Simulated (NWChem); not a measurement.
Program: NWChem. System: H$_{3}$AlF$_{2}$Si, charge 0, spin multiplicity 1, at a geometry optimised with PBE0/def2-SVP. The structure started from a generated list of species. Level: B3LYP/3-21G, VWN1-RPA local correlation.

The NWChem input:

```
start mol
memory heap 200 mb stack 900 mb global 1100 mb
geometry units angstroms nocenter noautoz noautosym
  Al    -0.423363     0.230361    -0.289779
  F     -1.899182    -0.506620    -0.472465
  F     -0.247889     1.706365    -1.028642
  Si     1.391075    -0.774859     0.970173
  H      1.905524     0.194337     1.986640
  H      2.513920    -1.122579     0.044155
  H      0.932865    -2.016134     1.663882
end
basis spherical
  * library 3-21g
end
dft
  xc b3lyp
  semidirect memsize 60000000 filesize 0
  iterations 100
end
task dft energy
```

Part of the output:

```
             Northwest Computational Chemistry Package (NWChem) 7.3.0
             --------------------------------------------------------

                                NWChem Input Module
                                -------------------

 Scaling coordinates for geometry "geometry" by  1.889725989
 (inverse scale =  0.529177249)

                             Geometry "geometry" -> ""
                             -------------------------

 Output coordinates in angstroms (scale by  1.889725989 to convert to a.u.)

  No.       Tag          Charge          X              Y              Z
 ---- ---------------- ---------- -------------- -------------- --------------
    1 Al                  13.0000    -0.42336300     0.23036100    -0.28977900
    2 F                    9.0000    -1.89918200    -0.50662000    -0.47246500
    3 F                    9.0000    -0.24788900     1.70636500    -1.02864200
    4 Si                  14.0000     1.39107500    -0.77485900     0.97017300
    5 H                    1.0000     1.90552400     0.19433700     1.98664000
    6 H                    1.0000     2.51392000    -1.12257900     0.04415500
    7 H                    1.0000     0.93286500    -2.01613400     1.66388200

 Effective nuclear repulsion energy (a.u.)     195.1617120324

            Nuclear Dipole moment (a.u.)
            ----------------------------
        X                 Y               Z
 ---------------- ---------------- ----------------
     0.0000018897    -0.0000075589     0.0000170075


 Summary of "ao basis" -> "" (spherical)
 ------------------------------------------------------------------------------
       Tag                 Description            Shells   Functions and Types
 ---------------- ------------------------------  ------  ---------------------
 *                           3-21g                    on all atoms

                                 NWChem DFT Module
                                 -----------------

 Summary of "ao basis" -> "ao basis" (spherical)
 ------------------------------------------------------------------------------
       Tag                 Description            Shells   Functions and Types
 ---------------- ------------------------------  ------  ---------------------
 Al                          3-21g                   7       13   4s3p
 F                           3-21g                   5        9   3s2p
 Si                          3-21g                   7       13   4s3p
 H                           3-21g                   2        2   2s

 Summary of "ao basis" -> "ao basis" (spherical)
 ------------------------------------------------------------------------------
       Tag                 Description            Shells   Functions and Types
 ---------------- ------------------------------  ------  ---------------------
 Al                          3-21g                   7       13   4s3p
 F                           3-21g                   5        9   3s2p
 Si                          3-21g                   7       13   4s3p
 H                           3-21g                   2        2   2s

            General Information
            -------------------
          SCF calculation type: DFT
          Wavefunction type:  closed shell.
          No. of atoms     :     7
          No. of electrons :    48
           Alpha electrons :    24
            Beta electrons :    24
          Charge           :     0
          Spin multiplicity:     1
          Use of symmetry is: off; symmetry adaption is: off
[...]
   time(s): 0.00e+00  0.00e+00  0.00e+00  0.00e+00  0.00e+00
rate(mb/s): 0.00e+00  0.00e+00
------------------------------------------------------------

   convergence    iter        energy       DeltaE   RMS-Dens  Diis-err    time
 ---------------- ----- ----------------- --------- --------- ---------  ------
 d= 0,ls=0.0,diis     1   -729.4811088023 -9.25D+02  5.98D-02  9.99D-01     0.5
 d= 0,ls=0.0,diis     2   -729.3029534246  1.78D-01  3.32D-02  3.53D+00     0.6
 d= 0,ls=0.0,diis     3   -729.6147465764 -3.12D-01  1.91D-03  2.87D-03     0.8
 d= 0,ls=0.0,diis     4   -729.6150325609 -2.86D-04  7.95D-04  1.12D-03     1.0
 d= 0,ls=0.0,diis     5   -729.6152677590 -2.35D-04  8.44D-05  1.55D-05     1.2
  Resetting Diis
 d= 0,ls=0.0,diis     6   -729.6152700532 -2.29D-06  8.97D-06  1.48D-07     1.4
 d= 0,ls=0.0,diis     7   -729.6152700647 -1.15D-08  7.85D-06  6.40D-08     1.6

         Total DFT energy =     -729.615270064707
      One electron energy =    -1403.960965824858
           Coulomb energy =      540.825417903533
    Exchange-Corr. energy =      -61.641434175818
 Nuclear repulsion energy =      195.161712032435

 Numeric. integr. density =       47.999999734930

     Total iterative time =      1.5s

                       DFT Final Molecular Orbital Analysis
                       ------------------------------------

 Vector   22  Occ=2.000000D+00  E=-3.664937D-01
              MO Center= -1.0D+00,  6.3D-01, -7.5D-01, r^2= 2.4D+00
   Bfn.  Coefficient  Atom+Function         Bfn.  Coefficient  Atom+Function
  ----- ------------  ---------------      ----- ------------  ---------------
    31     -0.363863  3 F  pz                22      0.353723  2 F  pz
    27     -0.320862  3 F  pz                18      0.311685  2 F  pz
    30     -0.198919  3 F  py                21      0.197887  2 F  py
    26     -0.175506  3 F  py                17      0.174417  2 F  py
    29      0.148338  3 F  px                20     -0.141678  2 F  px

 Vector   23  Occ=2.000000D+00  E=-3.639971D-01
              MO Center= -1.1D-01, -1.0D-01,  9.1D-02, r^2= 5.6D+00
   Bfn.  Coefficient  Atom+Function         Bfn.  Coefficient  Atom+Function
  ----- ------------  ---------------      ----- ------------  ---------------
    29      0.314556  3 F  px                25      0.282881  3 F  px
    21      0.276503  2 F  py                17      0.246157  2 F  py
    50      0.236695  7 H  s                 22     -0.177607  2 F  pz
    39     -0.174041  4 Si py                18     -0.161163  2 F  pz
    49      0.159546  7 H  s                 46     -0.147329  5 H  s

 Vector   24  Occ=2.000000D+00  E=-3.100275D-01
              MO Center=  4.8D-01, -2.7D-01,  3.4D-01, r^2= 3.8D+00
   Bfn.  Coefficient  Atom+Function         Bfn.  Coefficient  Atom+Function
  ----- ------------  ---------------      ----- ------------  ---------------
    41      0.383887  4 Si s                 42     -0.254165  4 Si px
    38     -0.251260  4 Si px                 6      0.193710  1 Al s
     7      0.181401  1 Al px                20     -0.180582  2 F  px
    40     -0.169934  4 Si pz                44     -0.169190  4 Si pz
    16     -0.160003  2 F  px                50     -0.146462  7 H  s

 Vector   25  Occ=0.000000D+00  E=-5.048462D-02
              MO Center= -6.6D-02,  3.3D-02, -2.5D-02, r^2= 4.4D+00
   Bfn.  Coefficient  Atom+Function         Bfn.  Coefficient  Atom+Function
  ----- ------------  ---------------      ----- ------------  ---------------
    48      0.448798  6 H  s                 13      0.392836  1 Al pz
    46     -0.389224  5 H  s                 44      0.385388  4 Si pz
     9      0.348873  1 Al pz                12      0.211254  1 Al py
    43      0.203316  4 Si py                 8      0.191008  1 Al py
    22     -0.165456  2 F  pz                31     -0.165843  3 F  pz

 Vector   26  Occ=0.000000D+00  E=-2.553858D-02
              MO Center= -7.2D-02,  1.9D-02, -5.0D-02, r^2= 5.0D+00
   Bfn.  Coefficient  Atom+Function         Bfn.  Coefficient  Atom+Function
  ----- ------------  ---------------      ----- ------------  ---------------
    10      1.468962  1 Al s                 41     -0.798550  4 Si s
    42      0.505019  4 Si px                44      0.349777  4 Si pz
    19     -0.314314  2 F  s                 28     -0.308226  3 F  s
    43     -0.293447  4 Si py                 2     -0.235371  1 Al s
    37     -0.196357  4 Si s                 11      0.164711  1 Al px

 Vector   27  Occ=0.000000D+00  E= 9.808179D-03
              MO Center=  7.6D-01, -3.7D-01,  4.7D-01, r^2= 4.9D+00
   Bfn.  Coefficient  Atom+Function         Bfn.  Coefficient  Atom+Function
  ----- ------------  ---------------      ----- ------------  ---------------
    50      0.871346  7 H  s                 43      0.757617  4 Si py
    42      0.542764  4 Si px                46     -0.522240  5 H  s
    48     -0.339515  6 H  s                 12      0.326104  1 Al py
    28     -0.229118  3 F  s                 11      0.222861  1 Al px
    19      0.216399  2 F  s                 44     -0.199178  4 Si pz

 center of mass
 --------------
 x =  -0.15557662 y =   0.08590585 z =  -0.10772376

 moments of inertia (a.u.)
 ------------------
         510.765062957064          94.815910763843        -242.832028316835
          94.815910763843         708.218338371072         194.355038337271
        -242.832028316835         194.355038337271         794.743735109283

     Multipole analysis of the density
     ---------------------------------

     L   x y z        total         alpha         beta         nuclear
     -   - - -        -----         -----         ----         -------
     0   0 0 0     -0.000000    -24.000000    -24.000000     48.000000

     1   1 0 0      0.482167      0.241083      0.241083      0.000002
     1   0 1 0     -0.278009     -0.139001     -0.139001     -0.000008
     1   0 0 1      0.346317      0.173150      0.173150      0.000017

     2   2 0 0    -31.287445   -146.447255   -146.447255    261.607065
     2   1 1 0     -1.076083     27.741628     27.741628    -56.559340
     2   1 0 1     -1.883617    -65.771578    -65.771578    129.659539
     2   0 2 0    -30.615187    -92.037991    -92.037991    153.460796
     2   0 1 1      2.620924     51.400471     51.400471   -100.180018
     2   0 0 2    -27.221074    -71.672602    -71.672602    116.124129

 Task  times  cpu:        1.5s     wall:        1.5s

 Total times  cpu:        1.6s     wall:        1.6s
```
